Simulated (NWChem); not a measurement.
System: SnHOBr, singlet; SMILES [OH][Sn][Br]

```xyz
4

Sn     0.3185     0.9077     0.0000
Br    -0.0241    -1.6332     0.0000
O     -1.6087     1.3922     0.0000
H     -2.2144     0.6388     0.0000
```
Atoms are numbered in this order, from 1.

All runs: NWChem. Low-valent species are run as closed-shell singlets; no triplet was tried in these runs. Coordinates come from a PBE0/def2-SVP (def2 core potentials past Kr) optimisation.

For level Hartree-Fock/STO-3G, non-relativistic:

```yaml
highest occupied level (eV): -6.04
orbital gap (eV): 10.08
dipole (D): 1.85
```

Q: How do the values read with level Hartree-Fock/3-21G, non-relativistic instead?

A: highest occupied level (eV): -9.56
orbital gap (eV): 9.58
dipole (D): 2.11
